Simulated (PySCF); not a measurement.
Be³⁺ (beryllium, charge +3) across methods

1s1, 2S determinant. Computed with PySCF 2.14 in an even-tempered Gaussian basis (15 s from 0.49 bohr⁻², ratio 2.2; 7 p from 0.82 bohr⁻², ratio 2.4; 4 d from 2.5 bohr⁻², ratio 2.4; 3 f from 3.7 bohr⁻², ratio 2.4; 3 g from 5.5 bohr⁻², ratio 2.4), with the non-relativistic Hamiltonian (point nucleus).

| method | E (hartree) | mean ε 1s α (eV) | Σ⟨r²⟩ (bohr²) | ⟨S²⟩ |
| --- | --- | --- | --- | --- |
| BP86 | -7.9848 | -192.53 | 0.1901 | 0.750 |
| LDA | -7.8612 | -190.06 | 0.1939 | 0.750 |
| PBE | -7.9807 | -192.52 | 0.1912 | 0.750 |
| PW91 | -7.9863 | -192.77 | 0.1911 | 0.750 |
| UHF | -8.00000 | -217.69 | 0.1875 | 0.750 |
| PBE0 | -7.9870 | -198.86 | 0.1902 | 0.750 |
| r2SCAN | -8.0002 | -195.23 | 0.1890 | 0.750 |

For one electron the Hartree and exchange-correlation energies should cancel; what remains is the self-interaction error.
